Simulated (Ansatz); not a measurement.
An input for GeF2 (SMILES [F][Ge][F])

GeF2: 3 atoms, total charge 0, spin state singlet. SMILES: `[F][Ge][F]`. Geometry: a GFN2-xTB relaxation, a rough one for these elements and not checked as a minimum.

```xyz
3

Ge    0.0045   -0.0079   -0.8123
F     1.3208   -0.0187    0.4151
F    -1.3253    0.0267    0.3972
```

Settings wanted:

```json
{"basis set": "STO-3G", "task": "energy", "method": "DFT", "functional": "CAM-B3LYP", "dispersion": "none", "reference": "RKS", "relativity": "none", "accuracy": "high"}
```

Q: Write the Ansatz 0.2.0 input and the command.

A: This one ran through:

input.yaml:
```yaml
crystal:
  periodic: [false, false, false]
  atoms:
    - {symbol: Ge, position_ang: [0.004500, -0.007920, -0.812340]}
    - {symbol: F, position_ang: [1.320810, -0.018750, 0.415140]}
    - {symbol: F, position_ang: [-1.325320, 0.026670, 0.397200]}
basis:
  gaussian: {orbitals: STO-3G}
hamiltonian: {xc: {name: CAM-B3LYP}}
accuracy: high
```

```bash
$ ansatz run input.yaml --threads 1 --pin off --max-ram 2610MiB --events-out events.jsonl --progress --plain --runs-dir runs
```

Calculated total energy: -2249.78273 Eh.
